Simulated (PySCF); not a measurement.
# Bond lengths and vibrations by method: Al2CH4

Calculated results; nothing here was measured. The program is PySCF 2.14.0, an open-source quantum chemistry code, run on an isolated molecule that a program drew, which may never have been made. The molecule is Al2CH4 (charge 0, singlet), drawn as the SMILES string `[Al][CH2][AlH2]`.

The geometry was optimised and harmonic frequencies were computed with HF and MP2, all in the cc-pV(D+d)Z basis, for the commonest isotopes, with a restricted reference for singlets and an unrestricted one otherwise, and a frozen core in MP2. Each result is a local minimum of its method.

Geometry at the HF minimum:
```xyz
7
Al2CH4, angstrom
Al   -0.7965   -2.1988    0.8168
C    -0.5829   -1.9506   -1.1506
Al    0.3298   -0.4459   -1.9748
H    -1.6223   -1.9805   -1.5251
H    -0.0860   -2.8837   -1.4727
H    -0.4602    0.8821   -2.3314
H     1.8908   -0.4996   -2.2495
```

Lengths of the bonds as drawn, in Å (atoms numbered as above):
| bond | HF | MP2 |
|---|---|---|
| Al1-C2 | 1.994 | 1.999 |
| C2-Al3 | 1.943 | 1.942 |
| C2-H4 | 1.105 | 1.114 |
| C2-H5 | 1.105 | 1.114 |
| Al3-H6 | 1.586 | 1.585 |
| Al3-H7 | 1.586 | 1.585 |

Rotational constants, in GHz:
```
constant,HF,MP2
A,27.81,27.37
B,2.796,2.808
C,2.686,2.694
```

Harmonic frequencies in cm^-1, each column in rising order, so a row needn't be the same motion in every method:
| rank | HF | MP2 |
|---|---|---|
| 1 | 119 | 127 |
| 2 | 147 | 136 |
| 3 | 413 | 392 |
| 4 | 490 | 481 |
| 5 | 543 | 503 |
| 6 | 607 | 567 |
| 7 | 700 | 681 |
| 8 | 838 | 772 |
| 9 | 863 | 808 |
| 10 | 869 | 823 |
| 11 | 1435 | 1321 |
| 12 | 1960 | 1948 |
| 13 | 1970 | 1950 |
| 14 | 3074 | ? |
| 15 | 3133 | 3093 |

**Estimate the missing MP2 frequency from the HF column.**

A single factor s that minimises the squared misfit of MP2 against s times HF over the other rows is sum(HF x MP2) / sum(HF^2) = 0.9757, with an rms misfit of 33 cm^-1. For rank 14 it gives 0.9757 x 3074 = 2999 cm^-1. The calculation gives 3011 cm^-1, 12 cm^-1 above the estimate. The drawn bonds are on average 0.3 % longer in MP2 than in HF.
